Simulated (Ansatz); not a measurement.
Stepwise reaction of `C#[C][Ga]([F])[F]` with hydrogen chloride, as a gas-phase model of exchange steps in deposition or etching. ΔE in kJ/mol; ΔG adds harmonic PBE0-D4 terms to CCSD(T)/CBS, at 1 bar.

Calculated with Ansatz (gas phase, PBE0-D4/def2-TZVP geometries, no zero-point term in ΔE). CCSD(T)/CBS is the MP2 limit (def2-TZVPP, def2-QZVPP) plus CCSD(T) − MP2 in def2-TZVPP, frozen cores. This one scheme is used for every species. Functionals use def2-TZVPP. B3LYP here is the variant with VWN-RPA as its local correlation; programs differ in this. For Ga outer-core shells are correlated without core-valence functions, which leaves a few kJ/mol of doubt a bond. Scalar relativity is left out up to krypton.

```
step                                                reaction  PBE-D4  B3LYP-D4  ωB97M-V  CCSD(T)/CBS  ΔG(600 K)
   1  `C#[C][Ga]([F])[F]` + HCl → `C#[C][Ga]([F])[Cl]` + H–F   -32.8     -31.0    -31.8        -36.8      -34.0
```

Question: Give the row of step 2, `C#[C][Ga]([F])[Cl]` + HCl → `C#[C][Ga]([Cl])[Cl]` + H–F. (Best estimate.)

Answer: Ansatz gave: 
| step | reaction | PBE-D4 | B3LYP-D4 | ωB97M-V | CCSD(T)/CBS | ΔG(600 K) |
| --- | --- | --- | --- | --- | --- | --- |
| 2 | `C#[C][Ga]([F])[Cl]` + HCl → `C#[C][Ga]([Cl])[Cl]` + H–F | -31.6 | -30.1 | -30.6 | -36.3 | -26.4 |

Question: By hand: ΔE of the 2 steps together at CCSD(T)/CBS.

Answer: (-36.8) + (-36.3) = -73.1 kJ/mol, or -36.5 kJ/mol a step.

In ΔE the steps differ by no more than 0.5 kJ/mol. All are downhill at CCSD(T)/CBS. ΔG lies between -34.0 and -26.4 kJ/mol a step. PBE-D4 differs from CCSD(T)/CBS by 4.0 to 4.7 kJ/mol a step. Isolated molecules leave out the surface, adducts and barriers. Largest T1 diagnostic: 0.015.
